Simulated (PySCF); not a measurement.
**Electron correlation in Mn²⁺ (manganese, charge +2)**

[Ar] 3d4 4s1, high-spin 6D determinant (an excited configuration). Computed with PySCF 2.14 in aug-cc-pwCVTZ-DK with one added diffuse shell each of s, p, d, f, g type (11s10p8d5f4g, 152 functions), with scalar relativity by spin-free X2C-1e. Frozen: [Ne]; 13 electrons correlated.

MP2 pair energies summed by pair of shells (mhartree):

| pair | energy | share (%) |
| --- | --- | --- |
| 3p-3d | -174.49 | 38.8 |
| 3p-3p | -115.98 | 25.8 |
| 3s-3p | -45.91 | 10.2 |
| 3d-3d | -43.98 | 9.8 |
| 3s-3d | -31.64 | 7.0 |
| 3p-4s | -16.97 | 3.8 |
| 3d-4s | -12.94 | 2.9 |
| 3s-3s | -6.72 | 1.5 |
| 3s-4s | -1.51 | 0.3 |

Total MP2 correlation energy: -450.12 mhartree.

Same-spin part -150.98 and opposite-spin part -299.14 mhartree; SCS-MP2 scales them by 1/3 and 6/5 to -409.29 mhartree.
